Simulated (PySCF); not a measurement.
GaH4P. Atoms are numbered in the order given.

```xyz
6

Ga     0.7585    -0.0065     0.0000
H      1.5202     0.0237    -1.3636
H      1.5202     0.0237     1.3636
P     -1.5393     0.1189     0.0000
H     -1.7323    -0.8152    -1.0498
H     -1.7323    -0.8152     1.0498
```
Charge 0, spin multiplicity 1.

Geometry: r2SCAN-D4/def2-TZVP.

Computed with IEF-PCM-PBE0/def2-SVP (PySCF).

The values are the electrostatic part of the solvation free energy, E(continuum) − E(gas) at the gas-phase geometry, in a cavity of scaled van der Waals radii (PySCF's table); cavitation and dispersion terms are not included. A continuum can't describe solvent molecules that bind to the metal. In vacuum the orbital gap is 5.52 eV. The dipole moment in vacuum is 0.88 D.

```json
[
 {"solvent": "water", "ε": "78.36", "ΔG(elec) (kcal/mol)": "-2.8", "dipole (D)": "1.26", "gap (eV)": "5.82"},
 {"solvent": "dimethylsulfoxide", "ε": "46.83", "ΔG(elec) (kcal/mol)": "-2.8", "dipole (D)": "1.26", "gap (eV)": "5.81"},
 {"solvent": "2-propanol", "ε": "19.26", "ΔG(elec) (kcal/mol)": "-2.6", "dipole (D)": "1.23", "gap (eV)": "5.80"}
]
```
